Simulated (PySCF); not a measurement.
HOZn (SMILES [OH][Zn+]), charge +1, singlet, at a GFN2-xTB geometry (such geometries of metal compounds can be far from the true shape); PySCF with HF/def2-SVP.

Here is a job for PySCF.
```python
from pyscf import gto, scf

mol = gto.Mole()
mol.atom = '''
    Zn   -0.27093353   -0.14930649   -0.25641287
    O     0.88638751    0.38915537    0.84414032
    H     1.03690579    1.36595177    0.93926352
'''
mol.basis = 'def2-svp'
mol.charge = 1
mol.verbose = 4
mol.build()

mf = scf.UHF(mol)
mf.kernel()
```

The log (banner, timings and long lists left out):

```
PySCF version 2.14.0

[INPUT] verbose = 4
[INPUT] num. atoms = 3
[INPUT] num. electrons = 38
[INPUT] charge = 1
[INPUT] spin (= nelec alpha-beta = 2S) = 0
[INPUT] symmetry False subgroup None
[INPUT] Mole.unit = angstrom
[INPUT] Symbol           X                Y                Z      unit          X                Y                Z       unit  Magmom
[INPUT]  1 Zn    -0.270933530000  -0.149306490000  -0.256412870000 AA   -0.511990169662  -0.282148374720  -0.484550099114 Bohr   0.0
[INPUT]  2 O      0.886387510000   0.389155370000   0.844140320000 AA    1.675029634135   0.735397069204   1.595194015503 Bohr   0.0
[INPUT]  3 H      1.036905790000   1.365951770000   0.939263520000 AA    1.959467960076   2.581274744665   1.774950811595 Bohr   0.0

nuclear repulsion = 86.4274875651081
number of shells = 20
number of NR pGTOs = 104
number of NR cGTOs = 50
basis = def2-svp
ecp = {}

******** <class 'pyscf.scf.uhf.UHF'> ********
method = UHF
initial guess = minao
damping factor = 0
level_shift factor = 0
DIIS = <class 'pyscf.scf.diis.CDIIS'>
diis_start_cycle = 1
diis_space = 8
diis_damp = 0
SCF conv_tol = 1e-09
SCF conv_tol_grad = None
SCF max_cycles = 50
direct_scf = True
direct_scf_tol = 1e-13
number electrons alpha = 19  beta = 19
Set gradient conv threshold to 3.16228e-05
init E= -1852.40615687627
cycle= 1 E= -1852.56139574949  delta_E= -0.155  |g|= 0.415  |ddm|= 1.49
cycle= 2 E= -1852.59473139847  delta_E= -0.0333  |g|= 0.303  |ddm|= 0.529
cycle= 3 E= -1852.62892638122  delta_E= -0.0342  |g|= 0.0322  |ddm|= 0.222
cycle= 4 E= -1852.62958421272  delta_E= -0.000658  |g|= 0.00715  |ddm|= 0.0348
cycle= 5 E= -1852.62966596578  delta_E= -8.18e-05  |g|= 0.00352  |ddm|= 0.0143
cycle= 6 E= -1852.6296803995  delta_E= -1.44e-05  |g|= 0.00164  |ddm|= 0.00548
cycle= 7 E= -1852.6296868815  delta_E= -6.48e-06  |g|= 0.000559  |ddm|= 0.0058
cycle= 8 E= -1852.62968762581  delta_E= -7.44e-07  |g|= 0.000159  |ddm|= 0.00226
cycle= 9 E= -1852.62968769667  delta_E= -7.09e-08  |g|= 0.000104  |ddm|= 0.00053
cycle= 10 E= -1852.62968774226  delta_E= -4.56e-08  |g|= 7.87e-05  |ddm|= 0.000476
cycle= 11 E= -1852.62968778732  delta_E= -4.51e-08  |g|= 5.18e-05  |ddm|= 0.000672
cycle= 12 E= -1852.62968781327  delta_E= -2.59e-08  |g|= 2.39e-05  |ddm|= 0.00073
cycle= 13 E= -1852.62968781672  delta_E= -3.45e-09  |g|= 1.02e-05  |ddm|= 0.000297
cycle= 14 E= -1852.62968781696  delta_E= -2.42e-10  |g|= 3.34e-06  |ddm|= 7.24e-05
Extra cycle  E= -1852.62968781697  delta_E= -1e-11  |g|= 2.12e-06  |ddm|= 4.1e-06
converged SCF energy = -1852.62968781697  <S^2> = 4.5321968e-11  2S+1 = 1
```
